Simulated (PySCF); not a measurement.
Gas-phase reaction: Ga(CH₃)₂NH₂ + 6 HNC → GaNH₂ + 3 N₂ + 2 C₄H₆ (butadiene). Level: M06-2X/def2-TZVP†; standard pressure 1 bar.

Computed with PySCF and rigid-rotor harmonic-oscillator thermochemistry at 1 bar. † marks an energy on the PBE0/def2-TZVP geometry and frequencies. All species are closed-shell singlets. Ga: all electrons, no relativistic terms. Methyl groups turn as free rotors in Ga(CH₃)₂NH₂. Ga(CH₃)₂NH₂, GaNH₂: computed as isolated molecules; such fragments, hydroxides, amides, oligomers or adducts are transient or little studied in the gas. The harmonic model lacks anharmonicity and excited electronic states, which grow with temperature; levels with a mode under 35 cm⁻¹ are left out. Internal rotation in C₄H₆ (butadiene) is treated as a harmonic vibration of one conformer, which makes the entropy rough.

```json
[
 {"T (K)": "800", "1000/T (1/K)": "1.2500", "log10 K": "35.99"},
 {"T (K)": "1000", "1000/T (1/K)": "1.0000", "log10 K": "26.18"},
 {"T (K)": "1200", "1000/T (1/K)": "0.8333", "log10 K": "?"},
 {"T (K)": "1400", "1000/T (1/K)": "0.7143", "log10 K": "14.95"},
 {"T (K)": "1600", "1000/T (1/K)": "0.6250", "log10 K": "11.45"},
 {"T (K)": "1800", "1000/T (1/K)": "0.5556", "log10 K": "8.74"}
]
```

Q: Fit log10 K = a + b·(1000/T) to the five rows, get the mean ΔH° and ΔS°, and predict log10 K at 1200 K.

A: Means: 1000/T = 0.8290, log10 K = 19.462. Sums of products about the means: Sxy = 13.19044, Sxx = 0.336002, so b = Sxy/Sxx = 39.26 and a = 19.462 − (39.26)×0.8290 = -13.08.
ΔH° = −R ln 10 × 1000 K × b = −19.145 × (39.26) = -752 kJ; ΔS° = R ln 10 × a = -250 J/K. The run's own values go from -750 kJ and -249 J/K at 800 K to -748 kJ and -248 J/K at 1800 K.
Prediction at 1200 K: -13.08 + (39.26)×0.8333 = 19.64. The computed value is 19.63, 0.01 from the line.
For scale, ΔH°(298 K) is -731 kJ at this level, -730 kJ at ωB97M-V/def2-TZVP†, and runs from -865 to -708 kJ over the 18 levels computed.
